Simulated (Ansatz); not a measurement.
Species: C3H5N, SMILES `[C-]#[N+]CC` (charge 0, multiplicity 1).

Give a relaxed geometry from Ansatz (an electronic-structure program) with B3LYP-D3(BJ)/def2-TZVP.

the end point of this relaxation (outside a Z-matrix the atoms follow the SMILES, hydrogens last).
Bonds (Å): C1–N2 1.165, N2–C3 1.425, C3–C4 1.525, C3–H5 1.092, C3–H6 1.092, C4–H7 1.090, C4–H8 1.090, C4–H9 1.091. Angles (°): C1–N2–C3 178.6, N2–C3–C4 111.7, N2–C3–H5 107.9, N2–C3–H6 107.9, C4–C3–H5 110.8, C4–C3–H6 110.8, H5–C3–H6 107.5, C3–C4–H7 110.7, C3–C4–H8 110.7, C3–C4–H9 109.6, H7–C4–H8 108.5, H7–C4–H9 108.7, H8–C4–H9 108.7.
